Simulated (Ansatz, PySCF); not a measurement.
The pair A = SiH4 (SMILES [SiH4]) (first 5 atoms), B = CH3Br (SMILES CBr); geometry from B3LYP-D3(BJ)/def2-TZVP.
(charge 0, multiplicity 1):
```xyz
10

Si    -0.044    -0.302     0.099
H      0.631    -1.581     0.401
H     -1.410    -0.302     0.669
H     -0.137    -0.127    -1.370
H      0.725     0.826     0.669
C     -0.873     1.260     3.619
Br     0.036    -0.452     3.891
H     -0.197     1.905     3.069
H     -1.102     1.669     4.597
H     -1.776     1.064     3.052
```

Rows in 6-31G* carry no dispersion term and start afresh at each structure (6-31G* with six Cartesian d functions); the Pople sets are all-electron and without relativity.

The values were computed with Ansatz (Gaussian basis) for Hartree–Fock, density functionals and correlated methods; PySCF for 6-31G* rows. Each number belongs to the level named beside it.

Total energies (hartree), monomers frozen at their geometry in the pair:

```json
[
 {"structure": "AB", "HF/6-31G*": "-2902.9417066", "HF/def2-SVPD": "-2902.8444098", "B3LYP/def2-TZVPPD": "-2906.0327621"},
 {"structure": "A in the pair's basis", "HF/6-31G*": "-291.2252855", "HF/def2-SVPD": "-291.1564342", "B3LYP/def2-TZVPPD": "-291.9173090"},
 {"structure": "B in the pair's basis", "HF/6-31G*": "-2611.7179056", "HF/def2-SVPD": "-2611.6894050", "B3LYP/def2-TZVPPD": "-2614.1163106"},
 {"structure": "A", "HF/6-31G*": "-291.2250688", "HF/def2-SVPD": "-291.1561310", "B3LYP/def2-TZVPPD": "-291.9172702"},
 {"structure": "B", "HF/6-31G*": "-2611.7178092", "HF/def2-SVPD": "-2611.6889877", "B3LYP/def2-TZVPPD": "-2614.1162312"}
]
```

Problem. Work out the interaction energy without and with the counterpoise correction, and the superposition error, for each level.

Solution. 
E(AB) − E(A) − E(B), times 627.509 kcal/mol, with the monomers in their own basis and then in the pair's basis:
- HF/6-31G*: 0.74 uncorrected, 0.93 corrected; the monomers gain 0.20 kcal/mol from borrowed functions
- HF/def2-SVPD: 0.44 uncorrected, 0.90 corrected; the monomers gain 0.45 kcal/mol from borrowed functions
- B3LYP/def2-TZVPPD: 0.46 uncorrected, 0.54 corrected; the monomers gain 0.07 kcal/mol from borrowed functions

Ansatz is a first-principles code.
